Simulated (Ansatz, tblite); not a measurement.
Adding an electron: the cluster Li₃Cl₃⁺. The state is a doublet with charge 1. Geometry: PBE0-D4/def2-SVP. Ansatz, gas phase; energy differences of separate SCF runs; the reduced species is a singlet (the triplet lies 3.69 eV higher at PBE0-D4/def2-TZVP).

Cartesian coordinates in Å:
```
Li 2.2339 -1.7924 0.7146
Li -1.9571 -0.0143 0.8277
Li 0.0341 1.5619 -1.4342
Cl -1.9428 1.5720 -0.6108
Cl 0.0358 -1.2800 1.1386
Cl 1.5961 -0.0472 -0.6358
```

The xTB rows come from tblite. HOMO above LUMO, or a gap near zero within one spin, warns that the state may not be the lowest or that an electron is smeared out. In the doublet, Cl5 and Cl6 lie 2.67 Å apart (atoms count from 1), so these atoms are partly bonded to each other. Another isomer (doublet) lies 0.03 eV lower at PBE0-D4/def2-TZVP; other spin states weren't run for this one.

```tsv
level	−HOMO (eV)	−LUMO (eV)	vertical EA (eV)	HOMO–LUMO gap (eV)	remarks
GFN1-xTB	–	–	13.41	–	–
GFN2-xTB	–	–	12.30	–	–
PBE-D4/def2-TZVP	10.47	10.47	7.26	0.00	gap within one spin near zero (+1 doublet)
r2SCAN-D4/def2-TZVP	10.71	10.40	7.34	0.31	–
PBE0-D4/def2-TZVP	11.76	9.63	7.45	2.14	–
```

  HOMO and LUMO are the levels of the spin that leaves or enters (xTB has no such levels and no spin-polarisation term). Other spin states of the ions may lie lower, which would lower the ionisation energy or raise the affinity. Raw xTB energy differences between charge states are shifted by several eV; the methods need an empirical correction for them.
